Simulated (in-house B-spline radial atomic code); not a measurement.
Kr⁶⁺: [Ar] 3d10 4s1 4p1 (an excited or competing configuration)

Method: non-relativistic LC-wPBE, spin-polarised, spherical fractional occupations, exact exchange averaged over the configuration, point nucleus. Calculated with a radial B-spline atomic code at the basis-set limit.

Screening seen three ways: the hydrogenic charge with the same mean radius, Z_r = [3n² - l(l+1)]/(2<r>), the one with the same energy, Z_e = n√(-2ε), and Slater's rules. Values are occupation-weighted means over spin.

```csv
shell,electrons,ε (eV),<r> (bohr),Z_r,Z_e,Slater
1s,2,-14003,0.04245,35.34,32.08,35.70
2s,2,-1907,0.1877,31.96,23.68,31.85
2p,6,-1734.6,0.1618,30.90,22.58,31.85
3s,2,-353.68,0.5398,25.01,15.30,24.75
3p,6,-292.25,0.543,23.02,13.90,24.75
3d,10,-181.93,0.5457,19.24,10.97,14.85
4s,1,-108.24,1.381,17.38,11.28,10.35
4p,1,-91.445,1.49,15.43,10.37,10.35
```

The least bound orbital is 4p up at -91.45 eV, and it is also the most diffuse (<r> = 1.49 bohr).
